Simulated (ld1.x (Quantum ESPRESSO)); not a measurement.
## BLYP RRKJ dataset for erbium (Er), scalar-relativistic all-electron reference.

ld1.x (Quantum ESPRESSO) 7.5 input, shortened:

```
&input
   title='Er', zed=68., rel=1, dft='BLYP', iswitch=3,
   config='[Xe] 4f12 5d0 6s2 6p0'
 /
 &inputp
   pseudotype=2, tm=.false., rho0=0.005, lloc=0,
   nlcc=.true., rcore=1.15
 /
4
5P  2  1   6.00   0.00  2.25  2.25  0.0
5D  3  2   0.00   0.00  2.50  2.50  0.0
4F  4  3  12.00   0.00  1.35  1.35  0.0
5S  1  0   2.00   0.00  1.30  1.30  0.0
 &test
   configts(1)='4f12 5s2 5p6 5d0 6s2 6p0'
 /
```

Occupied shells without a wave of their own: 6s. They enter only through the test configuration that unscreens the potential, and ld1.x also counts them in the model core charge.

Poles of the logarithmic derivatives, all-electron (AE) and pseudo (PS). s: poles at -3.7, 3.1 (AE) and -3.7, 3.0 (PS) Ry. p: poles at -1.7, 4.7 (AE) and -1.7, 4.5 (PS) Ry. d: poles at 1.0 (AE) and 1.0 (PS) Ry. f: poles at -0.2, 4.2 (AE) and -0.2, 4.5 (PS) Ry. Test radius 2.72 bohr.

* Cutoffs needed: 160 Ry and 260 Ry (the cutoffs (Ry, on a coarse ladder) from which the occupation-weighted sum of valence levels, in a spherical-Bessel basis at the reference potential, stays within 10 and 1 mRy of its value at 400 Ry)
* Ghost test: no extra level below or beside the all-electron valence levels (p, d, f, s tested) (spherical-Bessel basis up to 400 Ry, 20 bohr box)
* Configuration tests: no test is counted, since the test run did not reproduce the reference configuration

ld1.x takes every shell without a wave as core, so the model core holds the 6s electrons as well and exchange and correlation see them twice. This cancels in the reference configuration, but the file is broken for other ones, and its errors say nothing about a proper core correction.
